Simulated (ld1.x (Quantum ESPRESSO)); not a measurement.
**Which change was made? (Be, RRKJ)**

- Element: beryllium (Be)
- Generator: ld1.x (Quantum ESPRESSO) 7.5
- Type: norm-conserving RRKJ (Kleinman–Bylander form)
- Functional: PBE
- Relativity: scalar-relativistic
- Frozen core: none
- Valence charge: 4
- Reference configuration: 1s2 2s2 2p0
- Partial waves: 2p (bound, empty): rc 4.05 bohr; 1s (bound): rc 0.45 bohr
- Local potential: the s channel
- Core correction: none

Occupied shells without a wave of their own: 2s. They enter only through the test configuration that unscreens the potential.

Cutoffs, loose and tight: the cutoffs (Ry, on a coarse ladder) from which the occupation-weighted sum of valence levels, in a spherical-Bessel basis at the reference potential, stays within 10 and 1 mRy of its value at 400 Ry. They do not see the model core or the augmentation charge, which bear on the density cutoff. Test errors are all-electron minus pseudo excitation energies from the reference, over the configurations 1s2 2s1 2p0; 1s2 2s0 2p0; 1s2 2s1.5 2p0; 1s2 2s1 2p1; 1s1 2s2 2p0; 1s2 2s0 2p1; 1s2 2s0 2p2; variants that change the core or the reference have their own tests. The largest error is taken over the tests solved by every variant that gives reliable tests at all, those not shown here included: 1s1 2s2 2p0; 1s2 2s0 2p0; 1s2 2s1 2p0; 1s2 2s1.5 2p0.

The base gives: outcome: generated; cutoff, loose: over 300 Ry; cutoff, tight: over 300 Ry; bound ghosts: none; largest test error (meV): +94.

(1) After one change the result is: outcome: generated, misses its reference levels by 1.97 eV; cutoff, loose: over 300 Ry; cutoff, tight: over 300 Ry; bound ghosts: none; largest test error (meV): +7399. Which change was it?
A. wave 1s (bound): rc 0.45 bohr becomes 1s (bound): rc 0.34 bohr
B. type TM; local potential all-electron potential smoothed inside 2.60 bohr (lloc = -2)
C. wave 1s (bound): rc 0.45 bohr becomes 1s (bound): rc 0.58 bohr
D. wave 1s (bound): rc 0.45 bohr becomes 1s (bound): rc 0.66 bohr

Results:

(1) B. The others give: wave 1s (bound): rc 0.45 bohr becomes 1s (bound): rc 0.66 bohr → outcome: generated; cutoff, loose: 200 Ry; cutoff, tight: over 300 Ry; bound ghosts: none; largest test error (meV): +459 | wave 1s (bound): rc 0.45 bohr becomes 1s (bound): rc 0.58 bohr → outcome: generated; cutoff, loose: 260 Ry; cutoff, tight: over 300 Ry; bound ghosts: none; largest test error (meV): +261 | wave 1s (bound): rc 0.45 bohr becomes 1s (bound): rc 0.34 bohr → outcome: generated; bound ghosts: p; largest test error (meV): +20.
